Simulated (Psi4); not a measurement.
Pair of molecules: NH3 (SMILES N) (first 4 atoms) with CO (SMILES [C-]#[O+]); geometry from B3LYP-D3(BJ)/def2-TZVP, rigid monomers moved along the line of their centres of mass till H4···C5 is 3.94 Å.
(charge 0, multiplicity 1):
```xyz
6

N     -0.12998    -0.12657    -0.16965
H     -0.35565     0.83949     0.03755
H     -0.91527    -0.69403     0.12766
H      0.66496    -0.38287     0.40425
C      0.61920    -0.14260     4.33964
O     -0.25065     0.20076     4.96496
```

The numbers are results of SAPT0/jun-cc-pV(D+d)Z in Psi4, not measurements.

Problem. Give the four SAPT terms and the total, and say what mostly holds the pair together.

Solution. electrostatics 0.00, exchange 0.04, induction -0.01, dispersion -0.10, total -0.07 kcal/mol; the largest attraction is dispersion.
